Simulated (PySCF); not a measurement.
V(O)(OH)3 (H3O4V), SMILES [O]=[V]([OH])([OH])[OH], multiplicity 1. Atoms are numbered in the order given.

```xyz
8

V      0.0000     0.0000    -0.0211
O      0.0000     0.0000    -1.5620
O      1.4350     0.8285     0.5485
H      2.0832     1.2027    -0.0606
O      0.0000    -1.6570     0.5485
H      0.0000    -2.4055    -0.0606
O     -1.4350     0.8285     0.5485
H     -2.0832     1.2027    -0.0606
```

Geometry optimised at ωB97X-D3(BJ)/def2-SVP. The multiplicity is an assumed one; other spin states were not compared. One conformer was computed; it need not be the lowest.

Two levels are set side by side: PBE/pcSseg-1 (PySCF) and PBE0/pcSseg-1 (PySCF). GIAO shifts against H2O (¹⁷O), TMS (¹H) at the same level; non-relativistic, no solvent, atoms listed together averaged. Differences are taken from unrounded values.

```
quantity                       PBE
--------------------------  ------
δ(¹⁷O) of O2 (ppm)          1023.8
δ(¹⁷O) of O3, O5, O7 (ppm)   361.8
δ(¹H) of H4, H6, H8 (ppm)    10.47
```

Problem. These are the PBE values. What does PBE0 give? (An estimate is asked for; the answer gives what the named calculation found.)

Solution. 
```csv
quantity,PBE0,PBE minus PBE0
δ(¹⁷O) of O2 (ppm),1209.3,-185.5
"δ(¹⁷O) of O3, O5, O7 (ppm)",375.1,-13.2
"δ(¹H) of H4, H6, H8 (ppm)",10.97,-0.50
```

Rough cost on one machine, each run with all the roots and properties that it gave: PBE0 against PBE within a factor of 2.
